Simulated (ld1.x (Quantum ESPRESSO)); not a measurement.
Cutoff test, scandium, TM

- Element: Sc
- Generator: ld1.x (Quantum ESPRESSO) 7.5
- Type: norm-conserving Troullier–Martins (Kleinman–Bylander form)
- Functional: PBE
- Relativity: scalar-relativistic
- Frozen core: [Ne]
- Valence charge: 11
- Reference configuration: 3s2 3p6 3d1 4s1.75 4p0 (charge +0.25)
- Partial waves: 3p (bound): rc 1.65 bohr; 3d (bound): rc 2.05 bohr; 3s (bound): rc 1.50 bohr
- Local potential: the s channel
- Core correction: a·sin(br)/r model core inside 0.95 bohr

Occupied shells without a wave of their own: 4s. They enter only through the test configuration that unscreens the potential, and ld1.x also counts them in the model core charge.

The pseudo-atom Hamiltonian at the reference potential is diagonalised in spherical Bessel functions j_l(qr) that vanish at 20 bohr, with q² up to the cutoff. All-electron valence levels (Ry): 3p -2.5895, 4p -0.1913, 3d -0.3520, 3s -4.1634, 4s -0.4043.

Q: How do the lowest levels (Ry) of each channel move with the cutoff, and are there ghosts?

A:

```csv
cutoff (Ry),p #1,p #2,d #1,d #2,s #1,s #2,s #3,f #1,Σ f·Δε (mRy)
8,-1.7751,-0.1376,-0.0492,0.0423,-4.0499,-0.4054,-0.0487,0.0627,5449.1
12,-2.2059,-0.1636,-0.0691,0.0326,-4.0661,-0.4183,-0.0512,0.0627,2789.4
15,-2.4019,-0.1769,-0.0853,0.0269,-4.0707,-0.4190,-0.0513,0.0627,1587.1
21,-2.5325,-0.1877,-0.1585,0.0124,-4.1129,-0.4198,-0.0515,0.0627,644.6
30,-2.5850,-0.1936,-0.2649,0.0027,-4.1499,-0.4222,-0.0518,0.0627,144.5
40,-2.5892,-0.1944,-0.3389,-0.0014,-4.1594,-0.4237,-0.0521,0.0627,23.7
45,-2.5893,-0.1944,-0.3467,-0.0018,-4.1595,-0.4239,-0.0521,0.0627,15.2
55,-2.5893,-0.1944,-0.3517,-0.0020,-4.1605,-0.4239,-0.0521,0.0627,7.6
70,-2.5895,-0.1945,-0.3519,-0.0020,-4.1627,-0.4240,-0.0521,0.0627,1.9
80,-2.5895,-0.1945,-0.3519,-0.0020,-4.1631,-0.4240,-0.0522,0.0627,0.7
100,-2.5895,-0.1945,-0.3520,-0.0020,-4.1633,-0.4241,-0.0522,0.0627,0.2
400,-2.5895,-0.1945,-0.3520,-0.0020,-4.1634,-0.4241,-0.0522,0.0627,0.0
```

Result: no extra level below or beside the all-electron valence levels (p, d, s, f tested); 10 mRy is reached at 55 Ry and 1 mRy at 80 Ry.

ld1.x takes every shell without a wave as core, so the model core holds the 4s electrons as well and exchange and correlation see them twice. This cancels in the reference configuration, but the file is broken for other ones, and its errors say nothing about a proper core correction. Its largest configuration-test error is -1326 meV.
